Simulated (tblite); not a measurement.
Species: C2H8OSi2.
Numbering: `[O:1]=[C:2]([SiH3:3])[CH2:4][SiH3:5]` (hydrogens: H6, H7, H8 on Si3; H9, H10 on C4; H11, H12, H13 on Si5)

Structure used (GFN2-xTB), in Å, numbered top down from 1:
```
atom  x, y, z in Å
O1    -0.0714    1.7634   -1.1307
C2    -0.3534    0.6577   -0.7119
Si3   -2.0905    0.3213    0.0411
C4     0.6258   -0.4632   -0.7350
Si5    1.7855   -0.2952    0.7796
H6    -1.8985   -0.1836    1.4025
H7    -2.7171   -0.7232   -0.7726
H8    -2.8545    1.5610    0.0172
H9     1.2476   -0.3972   -1.6287
H10    0.1189   -1.4264   -0.7162
H11    2.7475   -1.3968    0.7056
H12    0.9872   -0.4107    2.0017
H13    2.4685    0.9933    0.7298
```

Calculated harmonic vibrations of the isolated species, GFN2-xTB (tblite), most abundant isotopes, no scaling. Against measured fundamentals such values can be off by several per cent, at times by over 20. Modes of hydrogen on silicon can be 10 to 20 % off. One conformer, not necessarily the lowest.

Harmonic wavenumbers (cm⁻¹): 44.1, 64.5, 102.2, 140.5, 232.8, 392.9, 404.2, 509.8, 518.9, 539.0, 593.3, 665.8, 729.0, 755.0, 761.7, 767.4, 775.4, 780.4, 798.3, 837.5, 1043.1, 1131.0, 1152.9, 1443.7, 1692.3, 2252.6, 2258.7, 2265.0, 2270.0, 2313.9, 2335.3, 2977.8, 2994.6.

A = 4892, B = 1695, C = 1444 MHz; mass 104.011 u (most abundant isotopes); point group C1, symmetry number 1.

Q: Zero-point energy?

A: ½Σν̃ = 18272 cm⁻¹ = 218.58 kJ/mol.

Q: Entropy at 500 K, 1 bar (ideal gas, RRHO, classical rotation)?

A: Translation 177.53, rotation 122.29, vibration 166.72: S = 466.5 J/(mol K).

Q: And Cp and H(500 K) − H(0)?

A: Cp = 185.83 J/(mol K), of which vibrations give 152.57 (their classical limit is 33 R = 274.4); H(500 K) − H(0) = 58.26 kJ/mol without the zero-point energy, 41.63 from vibrations.

Q: What must be added to the electronic energy to get the Gibbs energy at 500 K and 1 bar?

A: ZPE + [H(500 K) − H(0)] − T·S = 218.58 + 58.26 − 233.27 = 43.57 kJ/mol.

Q: Which modes carry the vibrational entropy at 500 K?

A: 44.1 cm⁻¹: 25.48; 64.5 cm⁻¹: 22.33; 102.2 cm⁻¹: 18.52; 140.5 cm⁻¹: 15.90; 232.8 cm⁻¹: 11.80; 392.9 cm⁻¹: 7.72 J/(mol K); the other 27 give 64.96 together.

Hindered rotation and anharmonicity are outside this model. Other conformers, if any are populated, would add a mixing term that is left out. The structure is chiral; the term R ln 2 for an equal mix with its mirror image is left out.
